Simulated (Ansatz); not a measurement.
[FeO3N]- (FeNO₃⁻), relaxed as a singlet with RKS B3LYP-D4/def2-SVPD in Ansatz, starting from the GFN2-xTB geometry. Force threshold 0.02 eV/Å.

The restricted singlet is unstable towards broken spin symmetry in Hartree–Fock (as tested in another run); at B3LYP-D4/def2-SVPD this wasn't settled. The relaxation made no stability test and no search for a lower SCF solution.

Start:

```xyz
5

Fe   -0.001    0.007    0.011
O     0.811   -0.684    1.090
O     0.580    1.377   -0.286
O    -1.449    0.133    0.444
N     0.058   -0.833   -1.258
```

Q: Estimate the energy that the relaxation releases and the steps that it takes.

A: 86.2 kJ/mol, in 5 steps; 6.5 s on 4 threads of Arm Neoverse V2 on a shared host. No frequencies were taken in this run, so the end may be a saddle point.

Q: Does the start keep its bonding and symmetry?

A: By distances, no bond broke or formed. The bond that changes most is Fe1–O4, from 1.52 to 1.63 Å (atoms count from 1). Point group C3v at the start, C3v at the end, both within 0.05 Å.

Q: Predict the relaxed structure.

A: 
Cartesian coordinates in Å:
```
Fe 0.0002 -0.0022 -0.0033
O 0.8709 -0.7447 1.1516
O 0.6225 1.4652 -0.3240
O -1.5528 0.1318 0.4589
N 0.0593 -0.8501 -1.2831
```
Bond lengths: 3 × Fe–O 1.63 Å; 1 × Fe–N 1.54 Å.
